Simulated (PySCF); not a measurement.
## NMR data sheet: C$_{8}$H$_{15}$N

- Formula: C8H15N
- SMILES: CC/C(C)=C(C)\C=N/C
- Point group of the computed structure: C1
- Degrees of unsaturation: 2
- Carbon signals: 8
- Proton signals: 6

Structure with atom numbers: `[CH3:1][CH2:2]/[C:3]([CH3:4])=[C:5]([CH3:6])\[CH:7]=[N:8]/[CH3:9]`. Hydrogens are named by the atom that carries them.

PySCF 2.14 calculation with NMR shieldings at PBE0/pcSseg-1/GIAO and geometry from GFN2-xTB; no relativistic terms, in vacuum, one averaged value for each set of equivalent atoms, single conformer.

Shifts are taken against calculated references (same method and geometry level): ¹H (31.72 ppm) and ¹³C (186.93 ppm) vs TMS; NH3 for ¹⁵N (267.73 ppm).

```tsv
carbon	δC, type	δH (multiplicity)	HMBC from (2–3 bonds)	span of the C tensor (ppm)
C1	17.1, CH3	0.89 (t)	H(C2)	33
C2	34.0, CH2	2.20 (q)	H(C4), H(C1)	33
C3	151.3, C	–	H(C7), H(C2), H(C4), H(C6), H(C1)	236
C4	22.5, CH3	1.88 (s)	H(C2)	34
C5	134.6, C	–	H(C7), H(C2), H(C4), H(C6)	193
C6	20.3, CH3	1.71 (s)	H(C7)	24
C7	170.1, CH	8.45 (s)	H(C9), H(C6)	202
C9	44.1, CH3	3.50 (s)	H(C7)	48
```

Other nuclei:
| atoms | nucleus | environment | δ (ppm) | σ (ppm) |
| --- | --- | --- | --- | --- |
| N8 | ¹⁵N | imine nitrogen | 374.5 | -106.8 |

- Carbon types of the structure: 2 × C, 1 × CH, 1 × CH2, 4 × CH3, which accounts for all hydrogens.
- δC 170.1: C=N carbon.
- δC 151.3, 134.6: fully substituted alkene carbon; as expected for a trigonal carbon in a double bond.
- δC 44.1: methyl carbon bonded to N; deshielded by the electronegative neighbour.
- δC 17.1: methyl carbon; a saturated carbon with 1 carbon neighbour and no heteroatom attached.
- δH 2.20: hydrogen on an allylic sp3 CH2; allylic position.

Shifts are as computed. Against solution values, carbons near 30 ppm lie about +3 ppm off and those near 130 ppm about +5 ppm. Of 1211 compounds with measured shifts, 218 miss one by over three times the rms of a fit or turn the order of signals round; such compounds aren't used in these exercises. Experimental scales use liquid or dissolved standards, which lie at an offset from isolated NH3 (liquid NH3: subtract about 20 ppm). Unscaled 15N shifts of sp2 nitrogen come out 20 to 40 ppm too high even then. No couplings were computed; multiplicities are counted from neighbouring protons, with m where these are inequivalent, close in shift, in a saturated or five-membered ring or joined by F or P, and br s for small geminal =CH2 splittings.
